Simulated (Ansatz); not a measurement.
B6P4Cl6⁺, a halide-capped nanocrystal cut from zinc blende BP (6 Cl on the cations), relaxed as a doublet with UKS PBE-D4/def2-SVP in Ansatz, starting from the PBE-D4/def2-SVP geometry of the neutral singlet. Force threshold 0.03 eV/Å.

Start:

```xyz
16

P     1.0340   -1.7077    1.1833
P     1.3562    0.7824   -1.2760
P    -0.6920    1.3765    1.5338
P    -1.7185   -0.9852   -0.9148
B     0.3742   -0.1367    2.1187
B     0.0359    1.7485   -0.2358
B     1.9048   -0.2280    0.2971
B    -0.1382   -1.9331   -0.3355
B    -0.2054   -0.2195   -1.9178
B    -1.9467    0.4441    0.3723
Cl    0.8645   -0.0190    3.8108
Cl   -0.7068    3.1366   -1.0553
Cl    3.3651    0.4345    1.0520
Cl    0.3494   -3.2931   -1.3652
Cl   -0.2763   -0.4652   -3.6604
Cl   -3.6002    1.0649    0.3931
```

Question: Estimate the energy that the relaxation releases and the steps that it takes.

Answer: 44.0 kJ/mol, in 20 steps; 4.4 min on 4 threads of Arm Neoverse V1 on a shared host. The force fell under the threshold at step 14, but the optimiser went on and released 0.005 eV more. No frequencies were taken in this run, so the end may be a saddle point.

Question: Does the start keep its bonding?

Answer: By distances, no bond broke or formed. The bond that changes most is B6–Cl12, from 1.77 to 1.72 Å (atoms count from 1).

Question: Predict the relaxed structure.

Answer: 
```xyz
16

P     0.889   -1.698    1.199
P     1.319    0.736   -1.253
P    -0.627    1.519    1.096
P    -1.738   -0.944   -1.064
B     0.233   -0.026    2.005
B     0.289    2.138   -0.501
B     1.850   -0.253    0.380
B    -0.261   -1.989   -0.352
B    -0.237   -0.188   -2.054
B    -1.942    0.234    0.447
Cl    0.300    0.124    3.732
Cl   -0.042    3.682   -1.176
Cl    3.275    0.408    1.143
Cl    0.223   -3.391   -1.282
Cl   -0.183   -0.380   -3.775
Cl   -3.347    0.029    1.452
```
Bond lengths: 12 × B–P 1.90 to 1.99 Å; 6 × B–Cl 1.72 to 1.75 Å.
